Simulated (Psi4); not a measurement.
This Psi4 input (MP2/3-21G) gives -81.20770 Eh with 26 basis functions.

```
memory 8100 MB

molecule {
0 1
B    -0.77657967    0.03230627   -0.00413419
N     0.60979542   -0.02536793    0.00324630
H    -1.39837774   -0.98543134   -0.02544751
H    -1.31189213    1.09818051    0.01101914
H     1.19719081    0.79223349    0.02089926
H     1.12740949   -0.88893853   -0.00852404
}

set {
  basis 3-21g
  scf_type df
  freeze_core true
}

energy('mp2')
print_variables()
```

Change:
```diff
- basis 3-21g
+ basis def2-sv(p)
```

Task: What does the run give now?

Result: -81.65478 Eh (MP2/def2-SV(P), 36 functions), a change of -447.08 mEh.
